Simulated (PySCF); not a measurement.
All values below come from PySCF with CAM-B3LYP-D3(BJ)/def2-TZVP. All species are isolated molecules in the gas phase. 

Reference species (SMILES): `n1c(=O)c1` (neutral, multiplicity 1).

| Quantity | Result |
|---|---|
| LUMO | -0.89 eV |
| HOMO | -9.03 eV |
| HOMO–LUMO gap | 8.14 eV |
| dipole moment | 3.72 D |

Changed species: `N#CC=O`.

Q: Predict the effect on the LUMO, HOMO, HOMO–LUMO gap and dipole moment.

A: the LUMO falls by 0.96 eV, to -1.85 eV; the HOMO decreases by 1.72 eV, to -10.75 eV; the HOMO–LUMO gap rises by 0.76 eV, to 8.90 eV; the dipole moment falls by 1.20 D, to 2.52 D.
